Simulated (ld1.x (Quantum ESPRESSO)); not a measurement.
**scandium (Sc): one change to a TM potential, before and after**

Sc, norm-conserving Troullier–Martins (Kleinman–Bylander form), made with ld1.x (Quantum ESPRESSO) 7.5 (PBE, scalar-relativistic). Core [Ar], reference 3d1 4s2 4p0. Waves: 4s (bound): rc 3.35 bohr; 4p (bound, empty): rc 2.95 bohr; 3d (bound): rc 2.70 bohr; 4f channel at -0.15 Ry: rc 3.45 bohr. Local part: the f channel. Core correction: Bessel-smoothed model core inside 2.05 bohr.

All-electron outer shells of the reference configuration (PBE, scalar-relativistic, ld1.x):

```tsv
shell	level (eV)	outermost node (bohr)	outermost maximum (bohr)
3s	-55.04	0.42	0.92
3p	-33.63	0.39	0.97
4s	-4.18	1.33	3.14
3d	-3.23	–	1.10
4p	-1.47	1.49	4.03
```

Change: all radii but the core radius scaled by about 1.40 (s 4.70, p 4.14, d 3.78, f 4.84 bohr).

Cutoffs: the cutoffs (Ry, on a coarse ladder) from which the occupation-weighted sum of valence levels, in a spherical-Bessel basis at the reference potential, stays within 10 and 1 mRy of its value at 400 Ry; they do not see the model core or the augmentation charge, which bear on the density cutoff. Errors are all-electron minus pseudo energies relative to the spin-unpolarised reference configuration.

What does the change do?

The potential gets softer (30 Ry and 35 Ry → 18 Ry and 21 Ry); of the 7 tests that both files solve, the error grows in 6 and shrinks in 0 by more than 15 % and 0.3 meV (median size 10.2 → 121.1 meV); neither file shows a bound ghost. A larger radius leaves more room for a smooth pseudo-wave, so fewer plane waves are needed. More of the atom is replaced by a form fitted at one configuration, so other configurations suffer.

```csv
quantity,base,changed
"cutoff, loose",30 Ry,18 Ry
"cutoff, tight",35 Ry,21 Ry
loose cutoff by channel (10 mRy a level),"s 6 Ry, d 30 Ry","s 6 Ry, d 18 Ry"
bound ghosts,none,none
"error for 3d1 4s1 4p0, meV [ΔE 6.90 eV]",+1.0,-13
"error for 3d1 4s0 4p0, meV [ΔE 19.66 eV]",-36,-267
"error for 3d1 4s1.5 4p0, meV [ΔE 2.75 eV]",+0.4,-0.7
"error for 3d1 4s1 4p1, meV [ΔE 2.78 eV]",-1.9,-24
"error for 3d0 4s2 4p0, meV [ΔE 8.38 eV]",+174,+744
"error for 3d2 4s1 4p0, meV [ΔE 1.67 eV]",-41,+202
"error for 3d1 4s0 4p2, meV [ΔE 5.67 eV]",-10,-121
```
